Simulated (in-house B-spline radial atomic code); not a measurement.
# The fluorine ion F⁺: [He] 2s1 2p5 (with a hole in an inner shell)

Level of theory: Dirac-Hartree-Fock, average of configuration, Fermi nucleus of rms radius 2.8976 fm; calculated with a radial B-spline atomic code at the basis-set limit.

Screening seen three ways: the hydrogenic charge with the same mean radius, Z_r = [3n² - l(l+1)]/(2<r>), the one with the same energy, Z_e = n√(-2ε), and Slater's rules. Values are occupation-weighted means over j.

| shell | electrons | ε (eV) | <r> (bohr) | Z_r | Z_e | Slater |
| --- | --- | --- | --- | --- | --- | --- |
| 1s | 2 | -739.68 | 0.1757 | 8.54 | 7.37 | 8.70 |
| 2s | 1 | -63.194 | 0.9511 | 6.31 | 4.31 | 5.55 |
| 2p | 5 | -37.296 | 0.9835 | 5.08 | 3.31 | 5.55 |

The least bound orbital is 2p3/2 at -37.27 eV, and it is also the most diffuse (<r> = 0.9841 bohr).

Spin-orbit splittings of the orbital energies (j = l + 1/2 above j = l - 1/2 when positive): 2p 0.08016 eV.

For the 1s electron the small component carries 0.0992 % of the norm, the zero-frequency Breit interaction raises the level by 0.2619 eV, self-energy by 0.09884 eV, and vacuum polarisation lowers it by 0.005067 eV.
